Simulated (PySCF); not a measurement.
Computed IR spectrum (relative IR intensity) of a molecule C3H6BNO. Geometry optimised at PBE0-D3(BJ)/def2-SVP. Other conformers were not sampled. Computed with PBE0-D3(BJ)/def2-SVP in PySCF 2.14.0. No scaling factor is applied to the harmonic values.

ν (cm⁻¹): 440 (w), 460 (m), 672 (m), 726 (w), 743 (w), 981 (m), 1089 (m), 1189 (w), 1323 (s), 1349 (s), 1452 (vw), 1481 (m), 1595 (vs), 2193 (w), 3027 (m), 3094 (w), 3478 (m), 3641 (w), 3944 (m) (against the strongest line: vs over 80 %, s over 45 %, m over 15 %, w over 4 %, vw less)

**Question.** Pick the molecule that these values belong to.
(A) C#CCB(N)O
(B) C#CB(O)NC
(C) NB1CC=CO1
(D) OB1C=NCC1

**Answer.** B, C#CB(O)NC
